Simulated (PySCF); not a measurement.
# Bond energies at CCSD(T)/def2-SVP beside a composite method

PySCF, lowest determinants of a PBE0 search. The composite is CCSD(T) extrapolated to the basis-set limit from two correlation-consistent sets, with core-valence (CV) and scalar-relativistic (SR) terms as its label shows; it has no spin–orbit coupling and nothing beyond (T).

```tsv
species	state (unpaired electrons)	De CCSD(T) (eV)	De composite (eV)	composite	dissociates to
CdC	triplet (π ↑↑)	0.68	0.82	CCSD(T)/CBS(DT)	Cd + C
LiI	singlet (closed shell)	3.42	3.95	CCSD(T)/CBS(TQ)+CV	Li + I
NaI	singlet (closed shell)	3.06	3.34	CCSD(T)/CBS(DT)+CV	Na + I
AsF	triplet (π ↑↑)	3.46	4.12	CCSD(T)/CBS(DT)	As + F
SbC	doublet (σ ↑)	2.94	3.57	CCSD(T)/CBS(DT)	Sb + C
SnI	doublet (π ↑)	2.59	2.95	CCSD(T)/CBS(DT)	Sn + I
F2	singlet (closed shell)	1.27	1.67	CCSD(T)/CBS(TQ)+CV+SR	F + F
CsK	singlet (closed shell)	0.45	0.50	CCSD(T)/CBS(DT)	Cs + K
```

Question: Does CCSD(T) bind more or less than the composite, by how much on average, and where is the difference largest?

Answer: CCSD(T)/def2-SVP binds less on average, method and basis taken together: the mean signed difference is -0.38 eV and the mean absolute one 0.38 eV; it is largest for AsF (-0.66 eV).

The molecules are drawn from runs that passed checks on state, spin purity and fit, so the hardest cases are missing and the errors look smaller than over all diatomics.

Correlated steps freeze the inner cores (1 to 28 orbitals); shallow outer-core shells are correlated. UHF and ROHF references stand side by side, which adds small steps between rows. Weak bonds: CsK. Basis-set superposition, not corrected here, can be much of De in a small basis, most of all at correlated wavefunction levels. Spin–orbit coupling is left out, which matters for elements this heavy, above all for dissociation energies. Where the molecule has an RHF reference, its open-shell atoms are computed with UHF. The CCSD T1 diagnostic is raised in CdC, a sign that a single reference may not be enough there. States were picked by a PBE0 search and need not be the measured ground states.
